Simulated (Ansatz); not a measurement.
A structure relaxed at r2SCAN-D4/def2-TZVP in Ansatz, charge 1, doublet:

```xyz
3

Pb    0.000   -0.002    0.001
S     2.135   -0.703   -0.347
S    -2.135    0.704    0.346
```

Question: Give its formula and point group.

Answer: PbS2⁺. Point group D∞h (tolerance 0.1 Å).

Question: Summarise the bond lengths by kind (pairs closer than 1.2 times the sum of covalent radii, bridged metal pairs left out).

Answer: 2 × Pb–S 2.27 Å.

In the def2 sets Pb takes a core potential; there is no spin–orbit coupling. Another isomer (doublet) lies 3.07 eV lower at PBE0-D4/def2-TZVP; other spin states weren't run for this one.
